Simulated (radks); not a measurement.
Spherical quantum dot in the effective-mass picture: electrons in a parabolic well V = omega^2 r^2 / 2 with omega = 0.218, all in effective atomic units (hartree* = m*/eps^2 hartree, bohr* = eps/m* bohr), one dielectric constant everywhere. Calculated with a radial shooting solver with Libxc functionals: non-relativistic Kohn-Sham, exchange-only LDA, spin-polarised, spherical densities. Levels are named by radial order and angular momentum (1s, 1p, 1d, 2s, ...), and open shells are averaged over m. Results are scaled to m* = 0.038 and eps = 5.2, for which hartree* = 38.24 meV and bohr* = 7.241 nm.

N = 36, configuration 1s2 1p6 1d10 2s2 1f14 2p(up 2, down 0). This is the lowest configuration that the search found. Occupied and some empty levels:

level,occupation,eigenvalue (meV),<r> (nm)
1s up,1,218.11,37.49
1s down,1,218.70,40.56
1p up,3,219.95,45.90
1p down,3,220.27,47.24
1d up,5,222.12,51.09
1d down,5,222.32,51.52
2s up,1,222.80,41.38
2s down,1,223.53,39.41
1f up,7,224.65,54.72
1f down,7,224.80,54.77
2p up,2,225.95,44.37
2p down,0,226.69,44.57
1g up,0,227.51,57.54
1g down,0,227.66,57.46
2d up,0,229.51,48.11
2d down,0,230.07,48.92
3s up,0,230.27,44.13
3s down,0,230.77,43.88

Energy (meV): total 4881.39, kinetic 190.07, external 1690.5, Hartree 3213.5, exchange-correlation -212.69.
